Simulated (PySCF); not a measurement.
A PySCF script (with the pyscf-properties extension) for the NMR shieldings of `InChI=1S/C3H13NSi2/c1-3(2)4-6-5/h3-4H,6H2,1-2,5H3`, on a GFN2-xTB geometry:

```python
import basis_set_exchange as bse
import numpy as np
from pyscf import gto, dft
from pyscf.prop import nmr

atoms = """
C    -1.670005    1.116664   -1.056719
C    -1.255504   -0.140114   -0.289236
C    -2.226964   -0.425071    0.855448
N     0.089298   -0.032393    0.228037
Si    1.496129   -0.501298   -0.636211
Si    3.268280   -0.263379    0.805151
H    -2.661484    0.993771   -1.485165
H    -1.681937    1.977444   -0.390030
H    -0.962694    1.310215   -1.859527
H    -1.257506   -0.989313   -0.980120
H    -2.246740    0.413312    1.549691
H    -1.912175   -1.314368    1.395748
H    -3.232050   -0.582779    0.473090
H     0.158171    0.708062    0.910790
H     1.696519    0.237979   -1.904579
H     1.216067   -1.882099   -1.059523
H     3.322069    1.036663    1.486170
H     4.534368   -0.385964    0.079116
H     3.316353   -1.268082    1.870407
"""
names = dict.fromkeys(["C", "N", "Si", "H"], "pcSseg-1")
basis = {el: gto.basis.parse(bse.get_basis(n, elements=[el], fmt="nwchem")) for el, n in names.items()}
mol = gto.M(atom=atoms, basis=basis, charge=0, verbose=0)
mf = dft.RKS(mol, xc="PBE0")
mf.grids.level = 2
mf.grids.alignment = dft.numint.BLKSIZE   # the property module wants whole blocks of grid points
mf.conv_tol = 1e-9
mf.kernel()

calc = nmr.RKS(mf)   # GIAO
C = mf.mo_coeff
Co = C[:, mf.mo_occ > 0]
resp = mf.gen_response(singlet=True, hermi=2)
def vind(x):   # induced exchange potential for any number of trial vectors
    d = np.einsum("pi,xij,qj->xpq", C, 2 * x.reshape(-1, C.shape[1], Co.shape[1]), Co, optimize=True)
    return np.einsum("xpq,pi,qj->xij", resp(d - d.transpose(0, 2, 1)), C, Co, optimize=True).ravel()
mo1, _ = nmr.rhf.solve_mo1(calc, with_cphf=vind)
sigma = calc.kernel(mo1)
for i, s in enumerate(sigma):   # ppm
    print("%2d %-2s %9.2f" % (i, mol.atom_pure_symbol(i), np.trace(s) / 3))
```

Question: What are the results?

Answer: 
```
 0 C     159.42
 1 C     135.14
 2 C     157.37
 3 N     223.01
 4 Si    406.71
 5 Si    471.27
 6 H      30.57
 7 H      31.09
 8 H      30.06
 9 H      28.93
10 H      30.94
11 H      30.23
12 H      30.53
13 H      32.50
14 H      26.55
15 H      26.86
16 H      28.39
17 H      28.47
18 H      28.31
```

These numbers come from an equivalent density-fitted implementation of the same equations, which agrees with the script to about 0.01 ppm for H and up to a few tenths of a ppm for heavy atoms, so last digits may differ.

Question: Turn these shieldings into chemical shifts. Scale: ¹³C (186.93 ppm), ²⁹Si (349.16 ppm), ¹H (31.72 ppm) vs TMS; ¹⁵N (267.73 ppm) vs NH3 (reference shieldings calculated alike).

Answer: Averaging equivalent atoms: C 1: 51.8; C 0/2: 28.5; N 3: 44.7; Si 4: -57.6; Si 5: -122.1; H 14/15: 5.01; H 16/17/18: 3.33; H 9: 2.79; H 6/7/8/10/11/12: 1.15; H 13: -0.78 ppm. Experimental scales use liquid or dissolved standards, which lie at an offset from isolated NH3 (liquid NH3: subtract about 20 ppm).

Size and cost of the density-fitted run: 181 basis functions, about 80 core-seconds.
